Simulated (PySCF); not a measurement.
Ionisation energy of Cl⁺ by level of theory

Cl⁺ [Ne] 3s2 3p4 (3P) → Cl²⁺ [Ne] 3s2 3p3 (4S), as a difference of total energies. Calculation: PySCF 2.14, in Sapporo-DZP-2012; scalar relativity by spin-free X2C-1e. Correlated levels: valence: [Ne] frozen. The calculations carry no spin-orbit coupling.

```csv
method,ionisation energy (eV)
UHF,22.548
B3LYP,23.985
M06-L,23.620
MP2 (valence),23.035
SCS-MP2 (valence),23.049
CCSD (valence),23.057
CCSD(T) (valence),23.069
```

**Question.** How much does correlation contribute at CCSD(T) (valence)?

**Answer.** 23.069 − (22.548) = 0.521 eV, measured against UHF.

Errors of the correlated levels include the incompleteness of this basis and the frozen core.

For comparison: 23.771 eV (measured; NIST levels, between the centres of gravity of the two terms).
